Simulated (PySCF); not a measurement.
HNP, SMILES [NH+]#P, charge +1.

Geometry optimised at ωB97X-D3(BJ)/def2-TZVPD. The isomer is the one that the SMILES or the coordinates give; other isomers of the formula were not compared.

Two levels are set side by side: TDA-PBE/def2-TZVPD (PySCF) and TDA-M06-2X/def2-TZVPD (PySCF). Vertical, same geometry. The lowest singlet is HOMO→LUMO 50 %, HOMO−1→LUMO+1 50 % with PBE and HOMO−1→LUMO+1 49 %, HOMO→LUMO 49 % with the other functional; states are paired by order. Differences are taken from unrounded values.

```
quantity                               TDA-M06-2X
-------------------------------------  ----------
lowest singlet excitation (eV)               5.22
lowest triplet excitation (TDA) (eV)         4.66
first bright state (f over 0.05) (eV)        8.54
its oscillator strength                      0.08
```

### Question
What does TDA-PBE give, and how far is it from TDA-M06-2X? (The exact figures need the calculation; the answer reports its results.)

### Answer

```json
[
 {"quantity": "lowest singlet excitation (eV)", "TDA-PBE": "5.75", "TDA-PBE minus TDA-M06-2X": "0.53"},
 {"quantity": "lowest triplet excitation (TDA) (eV)", "TDA-PBE": "4.50", "TDA-PBE minus TDA-M06-2X": "-0.16"},
 {"quantity": "first bright state (f over 0.05) (eV)", "TDA-PBE": "8.46", "TDA-PBE minus TDA-M06-2X": "-0.08"},
 {"quantity": "its oscillator strength", "TDA-PBE": "0.08", "TDA-PBE minus TDA-M06-2X": "-0.01"}
]
```

Rough cost on one machine, each run with all the roots and properties that it gave: TDA-M06-2X against TDA-PBE about 6 times.
